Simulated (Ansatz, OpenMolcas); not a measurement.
## OpenMolcas → Ansatz

OpenMolcas 26.06 runs this on SnSe (SMILES [Se][Sn]):

mol.input:
```
* SeSn Kohn-Sham DFT
&GATEWAY
BASLIB=$CurrDir
COORD
2
angstrom
Se       0.000000       0.000000       0.006530
Sn       0.000000       0.000000       2.331810
BASIS=def2-TZVP
GROUP=NoSym
&SEWARD
GRIDINPUT
Grid=UltraFine
End of Grid
&SCF
KSDFT=HYB_GGA_XC_BHANDHLYP
THRESHOLDS=1e-10 1e-07 1e-07 1e-05
PRORBITALS=0
&ALASKA
```

```bash
$ export MOLCAS_MEM=1860
$ pymolcas mol.input > mol.log
```

(Basis files named in the input come from the Basis Set Exchange and aren't shown.)

The shape is that of a PBE0-D4/def2-TZVP optimisation.

It gives a total energy of -2615.828146 Eh.

Task: Write the same calculation for Ansatz 0.2.0 as an input file of the program's own, asking for the energy.

Result: For example:

run.yaml:
```yaml
crystal:
  periodic: [false, false, false]
  atoms:
    - symbol: Se
      position_ang: [0.000000, -0.000000, 0.006530]
    - symbol: Sn
      position_ang: [-0.000000, 0.000000, 2.331810]
basis:
  gaussian:
    orbitals: def2-TZVP
hamiltonian:
  xc: {name: BHLYP}
accuracy: high
output: {orbitals: {seedname: orbitals}}
```

```bash
$ ansatz run run.yaml --threads 1 --pin off --max-ram 3480MiB --events-out events.jsonl --progress --plain --runs-dir runs
```

Its energy is -2615.828142 Eh, 0.004 mEh from the first.
